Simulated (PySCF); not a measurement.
## Lu⁺: excitation energy

Lu⁺ [Xe] 4f14 6s2 (1S) → Lu⁺ [Xe] 4f14 5d2 (3F), as a difference of total energies. Computed with PySCF 2.14 in x2c-TZVPPall (11s7p7d2f2g, 99 functions), with the spin-free X2C one-electron Hamiltonian (Gaussian nucleus). Correlated levels: valence: [Kr] 4d10 frozen; valence and next inner shell: [Ar] 3d10 frozen. The calculations carry no spin-orbit coupling.

```csv
method,excitation energy (eV),error (eV)
UHF,3.416,-0.456
LDA,3.961,+0.089
PBE,3.684,-0.188
PBE0,3.525,-0.347
r2SCAN,3.054,-0.818
B3LYP,3.855,-0.017
BLYP,3.970,+0.098
r2SCANh,3.087,-0.785
MP2 (valence),4.487,+0.615
SCS-MP2 (valence),4.587,+0.715
MP2 (valence and next inner shell),4.448,+0.576
SCS-MP2 (valence and next inner shell),4.553,+0.681
```

Reference: 3.872 eV (measured; NIST levels, between the centres of gravity of the two terms).

Errors of the correlated levels include the incompleteness of this basis and the frozen core.
